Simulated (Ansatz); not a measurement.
Program: Ansatz. Geometries: PBE0-D4/def2-TZVP. ΔE: electronic, gas phase. CCSD(T)/CBS adds triple-zeta CCSD(T) − MP2 to the extrapolated MP2 energy (def2 sets, frozen cores). This one scheme is used for every species. DFT in def2-TZVPP. Elements past krypton have def2 core potentials. For I outer-core shells are correlated without core-valence functions, which leaves a few kJ/mol of doubt a bond. One conformer a species, not always the lowest.

Consider the substitution at a C–Si bond: `[SiH3]CCI` + HCl → `ClCCI` + SiH₄.

| species | B2PLYP energy (Eh) |
| --- | --- |
| `[SiH3]CCI` | -667.29338 |
| HCl | -460.68739 |
| `ClCCI` | -836.20343 |
| SiH₄ | -291.75980 |

Question: Work out ΔE.

Answer: ΔE = (-836.20343) + (-291.75980) − (-667.29338) − (-460.68739) = 0.01754 Eh = +46.1 kJ/mol. CCSD(T)/CBS gives +50.3 kJ/mol.

Largest T1 diagnostic among the species: 0.011.

The D4 term adds +3.3 kJ/mol with B3LYP and +2.0 kJ/mol with PBE0; it sums over pairs of atoms, weighted by their polarisabilities, and B3LYP, whose exchange is more repulsive, gets the larger term. In def2-TZVPP, CCSD(T) changes the Hartree–Fock value by +10.4 kJ/mol (the triples alone add −0.2 kJ/mol) and MP2 by +12.0 kJ/mol.

B3LYP here is the variant with VWN-RPA as its local correlation; programs differ in this.
